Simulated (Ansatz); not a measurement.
Geometry optimisation, Ansatz, RKS PBE0/def2-SVP.

Input:

```yaml
crystal:
  periodic: [false, false, false]
  atoms:
    - { symbol: B, position_ang: [-0.017694, 0.129166, 0.049478] }
    - { symbol: F, position_ang: [-0.172799, 0.558201, 1.288477] }
    - { symbol: H, position_ang: [1.07138, -0.048315, -0.415695] }
    - { symbol: F, position_ang: [-1.097073, 0.021328, -0.695691] }
    - { symbol: P, position_ang: [0.175801, -2.809338, 1.065011] }
    - { symbol: H, position_ang: [-0.631106, -2.458792, -0.057808] }
    - { symbol: H, position_ang: [1.396471, -2.48326, 0.4022] }
    - { symbol: H, position_ang: [0.06792, -1.524391, 1.666429] }
basis:
  gaussian: { orbitals: def2-SVP }
hamiltonian:
  xc: pbe0
relax:
  f_tol: 0.03
  max_steps: 50
```

Run as:

```bash
$ ansatz run input.yaml --threads 1 --pin off --max-ram 2048MiB --backend cpu --events-out ev --progress --plain --runs-dir out
```

Task: Where does it end, and by what steps?

Result: The run converged. The force dipped under the threshold on the way, but the program's further checks kept it going. After 12 steps the energy has fallen by 0.138 eV; H8 moved furthest, 0.51 Å.

```
step  energy less start (eV)  largest force component (eV/Å)  accepted
   0                  0.0000                           0.306       yes
   1                 -0.0797                           0.709       yes
   2                 -0.0924                           0.954       yes
   3                 -0.1169                           0.805       yes
   4                 -0.1300                           0.300       yes
   5                 -0.1360                           0.021       yes
   6                 -0.1215                           0.564        no
   7                 -0.1330                           0.305        no
   8                 -0.1370                           0.122       yes
   9                 -0.1377                           0.071       yes
  10                 -0.1346                           0.269        no
  11                 -0.1383                           0.021       yes
  12                 -0.1384                           0.020       yes
```

```xyz
8
Properties=species:S:1:pos:R:3
B -0.019 0.434 -0.068
F -0.197 0.816 1.177
H 1.082 0.386 -0.549
F -1.082 0.129 -0.776
P 0.202 -3.136 1.090
H -0.658 -2.613 0.076
H 1.385 -2.660 0.446
H 0.080 -1.971 1.906
```

Whether the end is a true minimum wasn't checked by a vibrational analysis.

Run time: 38 s on 1 thread of Arm Neoverse V1, with other jobs on the host, peak memory 0.15 GiB.
